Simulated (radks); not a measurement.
Values are calculated unless marked as measured or tabulated.
Q: Excited configurations of the magnesium ion Mg3+: one electron is placed in a higher orbital outside [He] 2s2 2p4. The ground configuration is [He] 2s2 2p5. Code: a radial shooting solver on a logarithmic mesh with Libxc functionals. Model: scalar-relativistic Kohn-Sham, PBE, spin-polarised, spherical densities, finite nucleus; open shells are filled with parallel spins first; Fermi nuclear charge, rms radius 3.057 fm. Excitation = E - E(ground); binding = E(ion) - E, where the ion is the core of charge +4; n* = 4/sqrt(2 binding) in atomic units, and the quantum defect is n - n*.

outer orbital  excitation (eV)  binding (eV)     n*  quantum defect  eigenvalue (eV)  <r> (bohr)
3p                      74.455        35.241  2.485           0.515          -30.731       2.144
4s                      88.843        20.854  3.231           0.769          -18.653       4.015
4f                      95.801        13.895  3.958           0.042          -11.941       4.410
5s                      97.303        12.394  4.191           0.809          -11.173       6.748
5p                      98.452        11.245  4.400           0.600          -10.101       7.210
6d                      102.92         6.772  5.670           0.330           -6.095       11.65
6f                      103.27         6.428  5.819           0.181           -5.737       11.54
7f                      104.93         4.771  6.755           0.245           -4.296       16.15

Estimate the row for 4d.

A: excitation (eV) 94.527; binding (eV) 15.170; n* 3.788; quantum defect 0.212; eigenvalue (eV) -13.275; <r> (bohr) 4.739. The Delta-SCF ionisation energy is 109.70 eV (NIST Atomic Spectra Database: 109.27 eV, semi-empirical). Self-interaction in the functional shifts the binding energies and quantum defects, so they are the method's values and not measured ones. Open shells are spherical and high-spin; term and fine-structure splittings are not resolved.
